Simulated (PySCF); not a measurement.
C12H9Cl, SMILES Clc1ccc(-c2ccccc2)cc1, GFN2-xTB optimised geometry.

```
22

Cl    -1.97    -4.28     0.00
C     -1.12    -2.78     0.00
C     -1.82    -1.58     0.00
C     -1.13    -0.39     0.01
C      0.26    -0.36     0.01
C      0.99     0.92     0.01
C      0.56     1.98     0.80
C      1.24     3.18     0.81
C      2.37     3.34     0.01
C      2.80     2.29    -0.78
C      2.12     1.09    -0.78
C      0.95    -1.57     0.00
C      0.27    -2.78     0.00
H     -2.90    -1.60     0.00
H     -1.69     0.54    -0.01
H     -0.31     1.85     1.43
H      0.90     3.99     1.43
H      2.90     4.28     0.02
H      3.68     2.42    -1.40
H      2.45     0.28    -1.42
H      2.03    -1.57     0.02
H      0.81    -3.71     0.00
```

Density from PBE/def2-SVP run with PySCF at that geometry.

Minimum of the electron density along straight lines between bonded atoms, close to the bond critical point (lines longer than 1.1 times the sum of covalent radii, or with two minima, are not listed):

```
bond     length / Å  ρ at the minimum / e bohr⁻³  ∇²ρ there / e bohr⁻⁵  position (fraction from the first atom)
-------  ----------  ---------------------------  --------------------  ---------------------------------------
Cl1–C2        1.730                            ?                 -0.26                                     0.58
C2–C3         1.386                        0.309                 -0.77                                     0.51
C3–C4         1.382                        0.309                 -0.76                                     0.50
C4–C5         1.393                        0.304                 -0.74                                     0.50
C5–C6         1.471                        0.267                     ?                                     0.50
C6–C7         1.393                        0.304                 -0.74                                     0.50
C7–C8         1.382                        0.310                 -0.77                                     0.50
C8–C9         1.385                        0.309                 -0.77                                     0.50
C9–C10        1.385                        0.309                 -0.77                                     0.50
C6–C11        1.393                        0.304                 -0.74                                     0.50
C10–C11       1.382                        0.310                 -0.77                                     0.50
C5–C12        1.393                        0.304                 -0.74                                     0.50
C2–C13        1.386                        0.309                 -0.77                                     0.51
C12–C13       1.382                        0.309                 -0.76                                     0.50
C3–H14        1.079                        0.282                 -1.07                                     0.64
C4–H15        1.080                        0.282                 -1.06                                     0.63
C7–H16        1.080                        0.281                 -1.05                                     0.63
C8–H17        1.080                        0.281                 -1.05                                     0.63
C9–H18        1.080                        0.281                 -1.05                                     0.63
C10–H19       1.080                        0.281                 -1.05                                     0.63
C11–H20       1.080                        0.281                 -1.05                                     0.63
C12–H21       1.080                        0.282                 -1.06                                     0.63
C13–H22       1.079                        0.282                 -1.07                                     0.64
```

Some entries are withheld; supply them.


- Cl1–C2, ρ at the minimum / e bohr⁻³: 0.199
- C5–C6, ∇²ρ there / e bohr⁻⁵: -0.62
